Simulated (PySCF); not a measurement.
## MH2+ across group 14

Level: PBE0, basis family def2-TZVP, scalar-relativistic core potentials from Rb on and no relativity for lighter atoms.

Each entry is the lowest minimum that a search over a few typed start shapes (and spin states, where more than one is plausible) found, or that minimum re-optimised at the stated level; isomers with ligand–ligand bonds, or fragments after loss of a ligand pair, can lie lower. Open shells are unrestricted; no spin–orbit coupling; PySCF with density fitting.

```json
{"molecule": "CH₂⁺", "2S+1": "2", "point group": "C2v", "mean bond to the central atom (Å)": "1.098", "highest ω (cm⁻¹)": "3246", "distinct angles (°)": "141", "polar-tensor charge of the central atom": "0.42"}
{"molecule": "SiH₂⁺", "2S+1": "2", "point group": "C2v", "mean bond to the central atom (Å)": "1.491", "highest ω (cm⁻¹)": "2238", "distinct angles (°)": "120", "polar-tensor charge of the central atom": "0.95"}
{"molecule": "GeH₂⁺", "2S+1": "2", "point group": "C2v", "mean bond to the central atom (Å)": "1.552", "highest ω (cm⁻¹)": "2114", "distinct angles (°)": "121", "polar-tensor charge of the central atom": "0.96"}
{"molecule": "SnH₂⁺", "2S+1": "2", "point group": "C2v", "mean bond to the central atom (Å)": "1.725", "highest ω (cm⁻¹)": "1875", "distinct angles (°)": "120", "polar-tensor charge of the central atom": "1.08"}
```

The bond lengthens at every step; the largest change, 0.393 Å, falls between CH₂⁺ and SiH₂⁺ among the members listed.

Left out of the table are members whose search was unfinished or whose lowest solution was spin-contaminated, unstable, very soft or bonded differently.
